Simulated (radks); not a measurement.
Initial-state core-level shifts of the platinum ion Pt+ when its valence configuration changes from [Xe] 4f14 5d9. Calculated with a radial shooting solver on a logarithmic mesh with Libxc functionals: scalar-relativistic Kohn-Sham, SCAN, spin-polarised, spherical densities, finite nucleus; open shells are filled with parallel spins first (spin-orbit coupling, left out, can overturn this in heavy ions); meta-GGA in the generalised Kohn-Sham scheme; Fermi nuclear charge, rms radius 5.427 fm. Shifts are changes of the shell-averaged eigenvalues in eV (positive: less bound); the change of the density at the nucleus, which sets a Mossbauer isomer shift, is in e/bohr^3, on a base of 2.116e+06.

valence                3p       3d       4p       4d  density at nucleus
4f13.5 5d9.5       -7.264   -7.188   -5.985   -5.721               +62.6
4f13 5d9 6p1      -19.970  -19.831  -17.301  -16.766              +138.4
4f14 5d8 6p1       -4.978   -4.990   -4.960   -4.964               +10.7
4f13 5d8 6s1 6p1  -23.608  -23.490  -20.879  -20.352              +324.9
4f13.5 5d8.5 6s1  -10.726  -10.667   -9.409   -9.153              +225.6
4f14 5d7 6p2       -9.965   -9.993   -9.913   -9.920               +24.2
4f14 5d7 6s2       -6.883   -6.918   -6.793   -6.812              +360.1
4f13 5d9 6s1      -18.266  -18.132  -15.581  -15.051              +292.0
4f14 5d8 6s1       -3.325   -3.341   -3.292   -3.301              +160.3
